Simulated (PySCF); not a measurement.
# Spinor energies of Se⁺ (selenium, charge +1)

Start: [Ar] 3d10 4s2 4p3; 4p3/2 filled at m_j = -1/2, +1/2, +3/2. Calculated with PySCF 2.14 in x2c-TZVPall-2c with one added diffuse shell each of s, p, d type (7s8p5d1f, 63 functions): generalised Hartree-Fock with the X2C-1e Hamiltonian and a Gaussian nucleus; one run each with spin-orbit coupling (SO) switched off, then screened by Boettger's factors. This is a chosen level, not necessarily the ground level.

```csv
spinor shell,electrons,"ε, spin-free (eV)","ε, screened SO (eV)",weight of nominal j (screened SO),"rms radius, screened SO (bohr)"
1s1/2,2,-12747.9,-12747.6,1.000,0.0508
2s1/2,2,-1706.8,-1706.7,1.000,0.212
2p1/2,2,-1497.4,-1526.0,1.000,0.187
2p3/2,4,-1497.4,-1483.6,1.000,0.190
3s1/2,2,-261.07,-261.04,1.000,0.612
3p1/2,2,-193.19,-197.48,0.996,0.629
3p3/2,4,-193.19,-191.12,0.998,0.639
3d3/2,4,-80.899,-81.487,0.963,0.695
3d5/2,6,-80.899,-80.477,0.976,0.696
4s1/2,2,-32.418,-32.411,1.000,1.91
4p3/2,3,-21.429,-21.429,0.633,2.26
```

| quantity | spin-free | screened SO |
| --- | --- | --- |
| E (hartree) | -2427.69303 | -2427.80919 |
| M_J | 3/2 | 3/2 |
| ⟨J²⟩ | 3.751 | 3.751 |
| ⟨L²⟩ | 0.000 | 0.015 |
| ⟨S²⟩ | 3.751 | 3.736 |

Each row is a mean over spinors that exchange with the open shell spreads, by up to 8.404 eV (4s1/2).

Rows whose weight is well below 1 are mixtures of j = l ± 1/2: exchange outweighs spin-orbit coupling there, and the label is only the starting occupation.

Without spin-orbit coupling the j labels of p, d and f shells carry no meaning; the spin-free column gives the mean over the occupied spinors of each nl shell.
